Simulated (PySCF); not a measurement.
## Working out the excitation energy of Be

Be [He] 2s2 (1S) → Be [He] 2s1 2p1 (3P). Calculation: PySCF 2.14, in def2-TZVPPD (5s4p1d, 22 functions); no relativity, point nucleus. Frozen: 1s2. Energies in hartree (1 hartree = 27.21139 eV):

| part | Be (lower) | Be (upper) |
| --- | --- | --- |
| UHF | -14.572580 | -14.512485 |
| CCSD correlation | -0.045204 | -0.004200 |
| (T) | 0.000000 | 0.000000 |

Problem. What does Hartree-Fock give?

Solution. (-14.512485) − (-14.572580) = 0.060095 hartree = 1.635 eV.

Problem. What do CCSD and CCSD(T) give?

Solution. The CCSD correlation energies differ by 0.041004 hartree = 1.116 eV and the triples by 0.000000 hartree = 0.000 eV, so CCSD gives 2.751 eV and CCSD(T) 2.751 eV.

Measured between the centres of the two terms (NIST): 2.725 eV, so CCSD(T) (valence) is off by 0.026 eV.

What remains against the reference includes basis incompleteness, the frozen core and higher excitations.
